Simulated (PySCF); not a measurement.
# C6H9O3: g tensor and hyperfine couplings

Compound: C6H9O3 (doublet state).
Geometry (GFN2-xTB, Å), atoms numbered from 1 in this order:
```
atom  x, y, z in Å
C1     2.6092    0.6492   -1.2824
O2     1.6736    1.5378   -0.7138
C3     0.6614    1.0065   -0.0054
C4     0.4041   -0.2747    0.2383
C5    -0.7473   -0.7035    1.0700
O6    -1.4664   -1.7884    0.6130
C7    -2.1555   -1.5467   -0.6033
C8    -0.7923   -0.4299    2.4958
O9    -1.5454    0.3382    1.6599
H10    3.3492    1.2713   -1.7822
H11    2.1329   -0.0122   -2.0128
H12    3.0967    0.0435   -0.5126
H13    0.0207    1.7850    0.3875
H14    1.0015   -1.0903   -0.1363
H15   -1.4545   -1.3417   -1.4184
H16   -2.7169   -2.4539   -0.8141
H17   -2.8401   -0.7003   -0.4964
H18   -1.2397   -0.9819    3.3014
```

The hyperfine couplings belong to this conformer and change with its torsions.

Identity: `CO/C=C/[C@@]1(OC)[CH]O1` [radical].

Method used: UKS B3LYP, pcH-1 on C H O, non-relativistic, mean-field spin-orbit, GIAO in PySCF. Isolated species at its GFN2-xTB geometry (one conformer only). A GFN2-xTB geometry isn't a minimum of the functional, and hyperfine couplings can be far from their values at a DFT geometry. The SCF solution wasn't tested for stability.

```
g1, g2, g3                      : 2.00219, 2.00287, 2.00466
g_iso                           : 2.00324
Form of g                       : rhombic: the two nearest values differ by 27 % of g3 − g1
⟨S²⟩                            : 0.7529 (exact 0.7500)
α and β electrons               : 35, 34
HOMO–LUMO gap, α and β orbitals : 6.03, 4.82 eV
Total energy                    : -459.59803 Eh
Basis functions                 : 315
```

Isotropic coupling and dipolar principal values T1 to T3, in G; ρ(0) is the spin density at the nucleus (MHz turned into gauss with g_iso; 10 G = 1 mT):

```tsv
atom	isotope	a_iso	T1	T2	T3	Mulliken spin population	ρ(0) (bohr⁻³)
C1	13C	0.0	-0.1	0.0	0.1	0.00	-0.0001
O2	17O	-0.1	-0.1	0.0	0.1	0.00	0.0005
C3	13C	-0.5	-0.5	0.0	0.5	0.00	-0.0012
C4	13C	0.5	-0.6	-0.4	1.0	0.01	0.0012
C5	13C	-0.6	-1.0	-0.3	1.3	-0.04	-0.0014
O6	17O	-2.9	-0.7	0.2	0.5	0.00	0.0135
C7	13C	3.7	-0.3	-0.3	0.6	0.00	0.0091
C8	13C	131.4	-24.7	-23.0	47.7	0.85	0.3276
O9	17O	-10.0	-26.3	12.2	14.1	0.16	0.0461
H10	1H	0.0	-0.1	-0.1	0.2	0.00	0.0000
H11	1H	0.0	-0.2	-0.2	0.4	0.00	0.0000
H12	1H	0.0	-0.2	-0.2	0.5	0.00	0.0000
H13	1H	0.1	-1.1	-0.9	2.0	0.00	0.0001
H14	1H	-0.2	-0.8	-0.6	1.4	0.00	-0.0001
H15	1H	-0.1	-0.4	-0.4	0.8	0.00	0.0000
H16	1H	0.4	-0.4	-0.3	0.7	0.00	0.0002
H17	1H	-0.1	-0.7	-0.5	1.2	0.00	-0.0001
H18	1H	31.7	-10.1	-2.2	12.4	0.02	0.0199
```

Largest spin populations (Mulliken): C8 (+0.85) and O9 (+0.16). The angles at C8 add up to 313.4°, so it is pyramidal.

Axes: g2 points within 8° of the C8–O9 bond.

Under fast tumbling the dipolar parts average out, and these isotropic splittings remain: 1 × 1H (H18, I = 1/2, 2 lines) with 3.17 mT.

The 17O coupling of O9 (-28.0 MHz) shows only in satellite lines or after enrichment, since that isotope makes up about 0.038 % of natural oxygen.

The 13C coupling of C8 (368.3 MHz) shows only in satellite lines or after enrichment, since that isotope makes up about 1.07 % of natural carbon.
